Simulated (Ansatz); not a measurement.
Geometry optimisation, RKS PBE0/STO-3G (Ansatz).

input.yaml

```yaml
crystal:
  periodic: [false, false, false]
  atoms:
    - { symbol: Si, position_ang: [0.0, 0.0, 0.0] }
    - { symbol: O, position_ang: [0.0, 0.0, 1.68] }
    - { symbol: Si, position_ang: [-1.3147, -0.4067, 2.6436] }
    - { symbol: H, position_ang: [-2.239, -1.2403, 1.8804] }
    - { symbol: H, position_ang: [-0.8506, -1.1432, 3.8157] }
    - { symbol: H, position_ang: [-1.9987, 0.8095, 3.0733] }
    - { symbol: Si, position_ang: [2.0935, 0.0, -0.7393] }
    - { symbol: H, position_ang: [2.5508, -1.3762, -0.9079] }
    - { symbol: H, position_ang: [2.1573, 0.6939, -2.0222] }
    - { symbol: H, position_ang: [2.951, 0.6823, 0.2255] }
    - { symbol: Si, position_ang: [-1.0456, 1.8115, -0.7393] }
    - { symbol: H, position_ang: [-2.4302, 1.478, -1.0607] }
    - { symbol: H, position_ang: [-1.0215, 2.8436, 0.2931] }
    - { symbol: H, position_ang: [-0.3743, 2.3069, -1.9374] }
    - { symbol: Si, position_ang: [-1.0456, -1.8115, -0.7393] }
    - { symbol: H, position_ang: [-1.7029, -2.4846, 0.3772] }
    - { symbol: H, position_ang: [-2.0454, -1.4265, -1.7311] }
    - { symbol: H, position_ang: [-0.0777, -2.7173, -1.3511] }
basis:
  gaussian: { orbitals: STO-3G }
hamiltonian:
  xc: pbe0
relax:
  f_tol: 0.02
  max_steps: 40
```

Run as:

```bash
$ ansatz run input.yaml --threads 1 --pin off --max-ram 2048MiB --backend cpu --events-out ev --progress --plain --runs-dir out
```

Question: Where does it end, and by what steps?

Answer: It converged. The force dipped under the threshold on the way, but the program's further checks kept it going. Limits of this set-up: minimal basis. After 28 steps the energy has fallen by 0.430 eV; H18 moved furthest, 1.23 Å.

```tsv
step	energy less start (eV)	largest force component (eV/Å)	accepted
0	0.0000	1.172	yes
1	-0.2823	0.515	yes
2	-0.3138	0.315	yes
3	-0.3556	0.066	yes
4	-0.3684	0.391	yes
5	-0.3792	0.201	yes
6	-0.3956	0.029	yes
7	-0.3988	0.277	yes
8	-0.4043	0.140	yes
9	-0.4081	0.022	yes
10	-0.4094	0.048	yes
11	-0.4099	0.040	yes
12	-0.4103	0.030	yes
13	-0.4106	0.016	yes
14	-0.4108	0.029	yes
15	-0.4111	0.046	yes
16	-0.4114	0.051	yes
17	-0.4118	0.068	yes
18	-0.4124	0.110	yes
19	-0.4135	0.107	yes
20	-0.4163	0.011	yes
21	-0.4172	0.226	yes
22	-0.4204	0.090	yes
23	-0.4234	0.008	yes
24	-0.4215	0.312	no
25	-0.4256	0.077	yes
26	-0.4262	0.121	yes
27	-0.4279	0.131	yes
28	-0.4305	0.006	yes
```

```xyz
18
Properties=species:S:1:pos:R:3
Si -0.003 -0.113 0.053
O 0.059 -0.308 1.763
Si -1.430 -0.328 2.585
H -2.322 -1.353 2.077
H -1.134 -0.597 3.972
H -2.120 0.942 2.481
Si 2.164 -0.072 -0.584
H 2.846 -1.298 -0.246
H 2.258 0.098 -2.015
H 2.882 1.020 0.031
Si -1.001 1.825 -0.573
H -2.435 1.782 -0.407
H -0.506 2.955 0.178
H -0.737 2.079 -1.969
Si -1.052 -1.851 -0.962
H -0.870 -3.085 -0.234
H -2.473 -1.629 -1.099
H -0.518 -2.047 -2.289
```

Whether the end is a true minimum wasn't checked by a vibrational analysis.

The run took 6 min on 1 thread of Intel(R) Xeon(R) Processor @ 2.50GHz (Skylake/Cascade Lake), on a shared host, peak memory 0.19 GiB.
